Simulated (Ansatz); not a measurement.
Program: Ansatz. Geometries: PBE0-D4/def2-TZVP. ΔE: electronic, gas phase. CBS: MP2 limit from def2 TZ/QZ plus the TZ coupled-cluster correction, frozen cores. This one scheme is used for every species. Functionals use def2-TZVPP. Each species was taken in one conformer, which may not be the lowest.

Consider the silylene formation by 1,1-elimination: `C[SiH](N)N` → CH₃NH₂ + `N[SiH]`.

`C[SiH](N)N`:

```xyz
12

C    -1.380    0.590   -0.493
Si    0.073   -0.125    0.439
N     1.492    0.831    0.535
N     0.501   -1.563   -0.395
H    -1.119    0.797   -1.534
H    -1.706    1.525   -0.031
H    -2.234   -0.095   -0.488
H    -0.331   -0.284    1.870
H     1.998    1.112   -0.288
H     1.636    1.463    1.303
H    -0.203   -2.125   -0.845
H     1.272   -2.126   -0.074
```

CH₃NH₂:

Z-matrix (Å, degrees):
```
C
N 1 1.453
H 1 1.092 2 109.4
H 1 1.100 2 115.4 3 -121.6
H 1 1.092 2 109.4 3 116.8
H 2 1.012 1 110.6 3 62.6
H 2 1.012 1 110.6 3 -179.3
```

`N[SiH]`:

```xyz
5

N     0.294   -0.211    0.432
Si   -1.228    0.175   -0.237
H     1.191   -0.065   -0.003
H     0.380   -0.627    1.347
H    -0.637    0.728   -1.539
```

CCSD(T)/CBS gives +3.19 eV.

(1) Another level gave +3.12 eV. Which?
A. PBE0-D4/def2-TZVPP
B. BLYP/def2-TZVPP
C. ωB97M-V/def2-TZVPP
D. PBE-D4/def2-TZVPP

Largest T1 diagnostic among the species: 0.015.

Results:

(1) C. ωB97M-V 3.12, PBE-D4 3.01, PBE0-D4 3.19, BLYP 2.67 eV.

In def2-TZVPP, CCSD(T) changes the Hartree–Fock value by +0.06 eV (the triples alone add +0.01 eV) and MP2 by +0.29 eV. From r2SCAN to r2SCAN0 (25 % exact exchange), in def2-TZVPP and without D4, ΔE moves by +0.07 eV.
